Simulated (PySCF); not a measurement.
B3LYP has the VWN-RPA correlation part, as in Gaussian. 

Cartesian coordinates (Å):
```xyz
17

Zr    -0.1584     0.0684     0.5921
O     -0.3185     0.7329     2.3857
C     -0.4695     1.1394     3.7078
H     -1.5200     1.0379     4.0349
H     -0.1756     2.1977     3.8225
H      0.1618     0.5332     4.3821
O     -1.8945    -0.3973    -0.0805
C     -3.1574    -0.7903    -0.5125
H     -3.9225    -0.5738     0.2546
H     -3.1819    -1.8737    -0.7281
H     -3.4351    -0.2509    -1.4353
O      0.9744    -1.4808     0.5767
C      1.7389    -2.6427     0.6159
H      2.1362    -2.8201     1.6315
H      2.5944    -2.5657    -0.0783
H      1.1373    -3.5217     0.3224
Br     0.8646     1.8793    -0.8935
```
Charge 0, multiplicity 1.

Q: What is the computed dipole moment, total energy, HOMO, HOMO–LUMO gap and LUMO (B3LYP-D3(BJ)/def2-TZVP // r2SCAN-D4/def2-SVP in PySCF)?

A: 
```
Property              Result
-------------  -------------
dipole moment         3.86 D
total energy   -2967.0957 Ha
HOMO                -7.52 eV
HOMO–LUMO gap        7.04 eV
LUMO                -0.48 eV
```
